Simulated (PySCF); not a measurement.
# Molecular orbitals of SrIn

M06 at R = 3.455 Å; PySCF, scalar-relativistic core potentials, basis sets Sr def2-SVP with ECP28, In def2-SVP with ECP28. State: ²Π (doublet), unpaired electrons π ↑. Only the outer orbitals are listed, counted within each symmetry, core potentials removing the inner ones.

| spin | orbital | occ. | ε (eV) | on Sr (%) | main shells (%) |
| --- | --- | --- | --- | --- | --- |
| α | 5σ | 1 | -20.87 | 0 | 100 In d |
| α | 3π | 1 | -20.86 | 0 | 100 In d |
| α | 1δ | 1 | -20.76 | 0 | 100 In d |
| α | 3π | 1 | -20.67 | 0 | 100 In d |
| α | 1δ | 1 | -20.66 | 0 | 100 In d |
| α | 6σ | 1 | -9.11 | 3 | 96 In s |
| α | 7σ | 1 | -4.33 | 75 | 74 Sr s, 22 In p |
| α | 4π | 1 | -3.20 | 25 | 74 In p, 16 Sr d, 10 Sr p |
| α | 4π | 0 | -2.14 | 27 | 73 In p, 16 Sr d, 11 Sr p |
| α | 8σ | 0 | -1.91 | 48 | 51 In p, 20 Sr s, 16 Sr p |
| α | 5π | 0 | -0.92 | 100 | 66 Sr p, 34 Sr d |
| β | 5σ | 1 | -20.84 | 0 | 100 In d |
| β | 3π | 1 | -20.83 | 0 | 100 In d |
| β | 1δ | 1 | -20.69 | 0 | 100 In d |
| β | 3π | 1 | -20.62 | 0 | 100 In d |
| β | 1δ | 1 | -20.59 | 0 | 100 In d |
| β | 6σ | 1 | -8.97 | 0 | 99 In s |
| β | 7σ | 1 | -4.24 | 80 | 80 Sr s, 18 In p |
| β | 4π | 0 | -2.16 | 25 | 74 In p, 14 Sr d, 11 Sr p |
| β | 4π | 0 | -1.85 | 32 | 68 In p, 17 Sr d, 15 Sr p |
| β | 8σ | 0 | -1.82 | 46 | 54 In p, 18 Sr p, 15 Sr s |

Q: Which are the highest filled and the lowest empty level, where do they sit, and how wide is the gap?

A: Highest filled α 4π at -3.20 eV (in %: 74 In p, 16 Sr d, 10 Sr p); lowest empty β 4π at -2.16 eV (in %: 74 In p, 14 Sr d, 11 Sr p); the gap at M06 is 1.04 eV. Both belong to one degenerate shell, split only by its one-sided filling, so this is no excitation gap.

```json
{
  "bond order (Mayer)": "1.00",
  "⟨S²⟩": "0.753",
  "charge on Sr (Mulliken, basis-dependent)": "0.15",
  "charge on Sr (Löwdin, basis-dependent)": "-0.06",
  "dipole moment (positive dipole means Sr(−)In(+))": "-2.01 D"
}
```

Spin–orbit coupling is left out. The state is the lowest determinant that a PBE0 search found; another state may lie lower at other levels.
